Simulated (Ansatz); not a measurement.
Several settings on one geometry of SnH2 (that of the charge 0 singlet, r2SCAN-D4/def2-TZVP). Ansatz on 4 threads of Arm Neoverse V1 on a shared host; times are rough.

Cartesian coordinates in Å:
```
Sn 0.005 -0.009 -0.835
H 1.251 -0.018 0.425
H -1.256 0.027 0.410
```

Totals from different functionals, basis sets or treatments of relativity can't be compared as stabilities.

In the def2 sets Sn takes a core potential; there is no spin–orbit coupling. B3LYP takes the VWN-RPA correlation. Correlated methods freeze 4 core orbitals; core or outer-core shells of Sn are correlated, in sets that lack core-valence functions.

The spins typed aren't always the lowest for that charge.

**Question.** Give the basis size and estimate the energy, ⟨S²⟩, dipole and time of these runs.

```csv
run,method,charge,state,further keys
1,RKS B3LYP-D3(BJ)-ATM/def2-mTZVP,0,singlet,scf: {omitted_lower_state_checks: [starts]}
2,"UHF, ccsd/def2-SVPD",0,triplet,–
3,RKS r2SCAN50-D3(BJ)-ATM/def2-SVP,0,singlet,accuracy: high; scf: {omitted_lower_state_checks: [starts]}; forces asked
4,RKS PBE0/def2-TZVP,0,singlet,scf: {omitted_lower_state_checks: [starts]}; forces asked
```

**Answer.** 
```json
{"run": "1", "functions": "42", "energy (Eh)": "-215.5361", "⟨S²⟩": "–", "dipole (D)": "–", "wall time": "0.35 s"}
{"run": "2", "functions": "48", "energy (Eh)": "-214.5487", "⟨S²⟩": "2.01", "dipole (D)": "–", "wall time": "1.1 s"}
{"run": "3", "functions": "36", "energy (Eh)": "-215.4690", "⟨S²⟩": "–", "dipole (D)": "0.54", "wall time": "1.4 s"}
{"run": "4", "functions": "62", "energy (Eh)": "-215.4581", "⟨S²⟩": "–", "dipole (D)": "0.73", "wall time": "0.35 s"}
```
